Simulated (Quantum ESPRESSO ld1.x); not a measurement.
The numbers below are computed, except where a source is named.
All-electron atom: Al2+ in [Ne] 3s1.

Code: ld1.x of Quantum ESPRESSO 7.5. Model: scalar-relativistic Kohn-Sham, LDA (Slater exchange, Perdew-Zunger correlation), spin-polarised, spherical densities, point nucleus; open shells are filled with parallel spins first.

Energy parts (eV):
| part | energy |
|---|---|
| total | -6553.93 |
| kinetic | 6560.07 |
| electron-nucleus | -15480.34 |
| Hartree | 2829.74 |
| exchange-correlation | -463.41 |

Orbitals (lengths in bohr, moments of r in powers of bohr):
| orbital | occ. | eigenvalue (eV) | <1/r> | <r> | <r^4> |
|---|---|---|---|---|---|
| 1s up | 1 | -1525.470 | 12.59 | 0.1206 | 0.0009954 |
| 1s down | 1 | -1525.317 | 12.59 | 0.1206 | 0.0009954 |
| 2s up | 1 | -128.169 | 2.334 | 0.6280 | 0.4204 |
| 2s down | 1 | -127.964 | 2.336 | 0.6271 | 0.4155 |
| 2p up | 3 | -90.400 | 2.214 | 0.6024 | 0.4859 |
| 2p down | 3 | -90.176 | 2.217 | 0.6006 | 0.4740 |
| 3s up | 1 | -24.578 | 0.6224 | 2.183 | 46.58 |
| 3s down | 0 | -22.502 | 0.6198 | 2.207 | 50.55 |
| 3p up | 0 | -17.963 | 0.5353 | 2.504 | 83.96 |
| 3p down | 0 | -16.035 | 0.5201 | 2.590 | 100.7 |
| 4s up | 0 | -8.788 | 0.2797 | 4.953 | 1113 |
| 4s down | 0 | -8.344 | 0.2675 | 5.162 | 1306 |

The highest occupied level is 3s up at -24.578 eV. For comparison, the ionisation energy in NIST's Atomic Spectra Database is 28.448 eV (measured). In exact Kohn-Sham theory the highest level is minus the ionisation energy, but local and semilocal functionals leave it too shallow, through self-interaction and a potential that decays too fast; potentials with the right tail come closer. Summed over all electrons, <r^2> = 9.190 bohr^2, which gives a Langevin (diamagnetic) susceptibility term of -7.28 x 10^-6 cm^3/mol. The density falls to 0.001 e/bohr^3 at r = 3.36 bohr.
